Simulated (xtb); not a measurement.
C₃H₈FNSi, SMILES C=C[Si@H](F)NC. All values are semi-empirical tight-binding results from xtb (GFN2-xTB unless named), good for trends rather than for accurate numbers. The structure is a stationary point at GFN2-xTB. The structure was generated by enumeration; whether it is a known compound was not checked. The values are those of a single conformer.

Optimised geometry:

```xyz
14

C      2.7025    -0.1573     0.4996
C      1.5290    -0.7689     0.4734
Si     0.0314    -0.1160    -0.4451
F      0.2714     1.4666    -0.7243
N     -1.3363    -0.4170     0.5317
C     -2.6968    -0.0714     0.1936
H      2.8560     0.7845    -0.0013
H      3.5579    -0.5575     1.0233
H      1.4291    -1.7158     0.9885
H     -0.1916    -0.6363    -1.7871
H     -1.2220    -0.5943     1.5171
H     -3.3835    -0.8468     0.5406
H     -2.9989     0.8842     0.6343
H     -2.7823     0.0111    -0.8868
```
Charge 0, spin multiplicity 1.

Computed properties:
```
Property                                         Result
----------------------------------------  -------------
orbital gap                                     3.89 eV
dipole moment                                    2.02 D
zero-point energy                         66.3 kcal/mol
G − E(el) at 298.15 K (modified RRHO)     44.9 kcal/mol
static polarisability (D4 model)             77.5 bohr³
solvation energy, GFN2-xTB/ALPB(water)    -1.7 kcal/mol
solvation energy, GFN2-xTB/ALPB(acetone)  -5.7 kcal/mol
```

Computed atomic charges and the Wiberg bond orders between heavy atoms:
charges (e) C1 -0.08, C2 -0.14, Si3 0.56, F4 -0.28, N5 -0.32, C6 -0.03, H7 0.04, H8 0.03, H9 0.03, H10 -0.07, H11 0.15, H12 0.04, H13 0.03, H14 0.04. Bond orders C1–C2 2.01, C2–Si3 0.88, Si3–F4 1.05, Si3–N5 1.14, N5–C6 1.04.
